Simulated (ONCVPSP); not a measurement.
**LDA (Perdew-Zunger) ONCV dataset for tin (Sn), scalar-relativistic all-electron reference.**

Sn, optimised norm-conserving Vanderbilt (ONCV), made with ONCVPSP 4.0.1 (LDA (Perdew-Zunger), scalar-relativistic). Core [Kr] 4d10, reference 5s2 5p2. Waves: 5s: rc 1.60 bohr, ncon 3, nbas 7, qcut 4.2 1/bohr, 2 projectors, debl 2 Ha; 5p: rc 2.60 bohr, ncon 4, nbas 7, qcut 2.7 1/bohr, 2 projectors, debl 0.4 Ha. Local part: polynomial inside 1.20 bohr (lpopt 5, dvloc0 3 Ha). Core correction: none.

All-electron outer shells of the reference configuration (LDA (Perdew-Zunger), scalar-relativistic, ld1.x):

```json
{"shell": "4p", "level (eV)": "-89.56", "outermost node (bohr)": "0.41", "outermost maximum (bohr)": "0.79"}
{"shell": "4d", "level (eV)": "-25.90", "outermost node (bohr)": "0.39", "outermost maximum (bohr)": "0.88"}
{"shell": "5s", "level (eV)": "-10.81", "outermost node (bohr)": "0.98", "outermost maximum (bohr)": "2.01"}
{"shell": "5p", "level (eV)": "-3.87", "outermost node (bohr)": "1.09", "outermost maximum (bohr)": "2.55"}
```

(1) Estimate the cutoffs (Ha) at which the residual kinetic energy of the hardest occupied pseudo-wave falls to 1 and 0.1 mHa per electron.

(2) Does the potential have ghost states?

(3) Which valence shell sets the plane-wave cutoff?

(4) Tests: 5s2 5p1; 5s2 5p0; 5s1 5p0; 5s1 5p2. Which has the largest error in its energy relative to the reference configuration, and how large is it?

## Answers

(1) 19 Ha and 59 Ha.

(2) Ghosts flagged at negative energy: s at -89.3 eV; GHOST(+) flagged for p at 40.5 eV, s at 345.2 eV. A true bound ghost makes a file unfit for plane-wave use.

(3) 5s: 19 Ha for 1 mHa per electron, against 4 Ha for 5p.

(4) 5s1 5p0, with +260 meV (all-electron minus pseudo) on +52.81 eV.
